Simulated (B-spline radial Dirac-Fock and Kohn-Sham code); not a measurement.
# Compton profile of Pm⁹⁺

System: the Pm⁹⁺ ion in the configuration [Kr] 4d10 4f3 5s2 5p1.

Model: the impulse approximation on Dirac-Fock densities. Program: an atomic code on a B-spline grid. pz is in atomic units of momentum; subshell profiles are per electron, for a selection of subshells; open shells are spread over both j values by their weights.

```tsv
pz	J total	J 4s1/2	J 4p1/2	J 5p1/2	J 5p3/2
0	5.289	0.219	0.140	0.308	0.317
0.1	5.277	0.219	0.140	0.308	0.317
0.2	5.243	0.217	0.140	0.308	0.317
0.3	5.188	0.214	0.140	0.307	0.316
0.4	5.115	0.211	0.140	0.305	0.314
0.5	5.026	0.206	0.140	0.301	0.309
0.6	4.925	0.201	0.140	0.295	0.302
0.8	4.703	0.187	0.139	0.273	0.278
1	4.477	0.171	0.138	0.239	0.240
1.2	4.266	0.154	0.136	0.196	0.193
1.4	4.079	0.136	0.133	0.151	0.146
1.6	3.916	0.117	0.128	0.109	0.103
1.8	3.769	0.100	0.122	0.0752	0.0691
2	3.629	0.0841	0.116	0.0505	0.0460
2.5	3.263	0.0522	0.0948	0.0235	0.0234
3	2.855	0.0328	0.0719	0.0204	0.0217
4	2.074	0.0207	0.0337	0.0159	0.0153
5	1.526	0.0201	0.0144	0.00695	0.00599
7	0.9775	0.0121	0.00810	0.00165	0.00171
10	0.5972	0.00249	0.00549	0.00126	0.00120
15	0.2826	0.00163	0.000800	0.000188	0.000158
20	0.1487	0.000672	0.000427	8.51e-05	9.56e-05
30	0.05267	6.53e-05	0.000269	5.51e-05	5.22e-05
40	0.02344	5.25e-05	9.99e-05	2.06e-05	1.70e-05
60	0.006814	2.65e-05	1.39e-05	2.86e-06	1.91e-06
100	0.001098	4.10e-06	< 1e-6	< 1e-6	< 1e-6
```

J(0) = 5.289. The 5s1/2 subshell gives the largest part, 18 %.

Mean momentum ⟨p⟩ by subshell (a.u.): 1s1/2 58.8, 2s1/2 20.9, 2p1/2 27.9, 2p3/2 25.8, 3s1/2 10.4, 3p1/2 12.5, 3p3/2 11.9, 3d3/2 14.2, 3d5/2 14.0, 4s1/2 5.26, 4p1/2 5.85, 4p3/2 5.61, 4d3/2 6.06, 4d5/2 5.97, 4f5/2 5.72, 4f7/2 5.69, 5s1/2 2.50, 5p1/2 2.68, 5p3/2 2.60.

Values without a named source are computed, but for edge energies of neutral atoms, which are taken from tables.
